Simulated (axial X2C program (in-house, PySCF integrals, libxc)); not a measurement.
## Worked dissociation energy of PdB⁺: MP2, two-component

Computed with an axial X2C code built on PySCF integrals. Two-component (2c) means X2C with spin–orbit coupling and atomic mean-field two-electron Coulomb and Gaunt terms. Basis: Pd dyall-cv3z [12s12p8d5f3g], B dyall-v3z [7s6p2d1f] (cores contracted in-house); Gaussian nuclei, density fitting, unrestricted open shells. Masses: Pd 105.903 u, B 11.009 u.

Molecular state: Ω = 0 (closed shell).

Correlated methods: 12 electrons correlated (number of frozen shells: Pd 4 s, 3 p, 1 d; B 1 s), 268 virtual spin orbitals or spinors in MP2.

| Property | Result |
| --- | --- |
| E(Pd) (2M_J = 0) | -5041.101609 hartree |
| E(B+) (2M_J = 0) | -24.281217 hartree |
| E(PdB⁺) at Re | -5065.567109 hartree |
| ωe | 867.2 cm⁻¹ |
| ωexe | 4.81 cm⁻¹ |

Work out De and D0.

De = -5041.101609 + (-24.281217) − (-5065.567109) = 0.18428 hartree = 5.015 eV. The zero-point energy is ωe/2 − ωexe/4 = 432 cm⁻¹ = 0.054 eV, so D0 = 4.961 eV.

The state is one determinant whose occupation by symmetry is held fixed; it was picked as the lowest of a PBE0 search that is not exhaustive. De is counted from the lowest determinant-based energies of the atoms at the same level, without counterpoise correction.

Each atomic determinant is the lowest at this level and need not be a pure J level. Totals compare only within one Hamiltonian and basis.
